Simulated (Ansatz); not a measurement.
A made-up structure of AlHSeO, closed shell:

```
atom    x (Å)    y (Å)    z (Å)
  O1  -1.1665  -0.5032  -0.1989
 Al2   0.1711   0.3491  -0.0527
 Se3   0.4845  -1.3889   0.5573
  H4   0.5108   1.5431  -0.3057
```

It is relaxed with PBE-D4/def2-SVP and then PBE0-D4/def2-TZVP (Ansatz 0.2.0). Atoms count as bonded within 1.22 times the sum of their covalent radii (H–H: 0.88 Å). The end point is not checked to be a true minimum.

Problem. Does its bonding change? (A judgement: the text doesn't fix the answer.)

Solution. Computed: No: no bond forms or breaks.

Where it ends: The first stage lowers the energy by 3.33 eV in 6 steps. It ends as AlHSeO ([O]1[AlH][Se]1):
```
4
angstrom
O -1.1202 -0.6664 -0.1367
Al 0.1809 0.4353 -0.0753
Se 0.3694 -1.6825 0.6101
H 0.5699 1.9136 -0.3982
```

Labels in which every atom is bracketed show which atoms are joined, not bond orders.

For scale, one of the runs: PBE0-D4/def2-TZVP relaxation, 122 basis functions, launched by `ansatz run in.yaml --threads 2 --pin off --events-out ev --progress --plain --max-ram 4352MiB`. Hardware: 2 CPU threads of an Arm Neoverse V2, shared host. Wall time about 12 s.
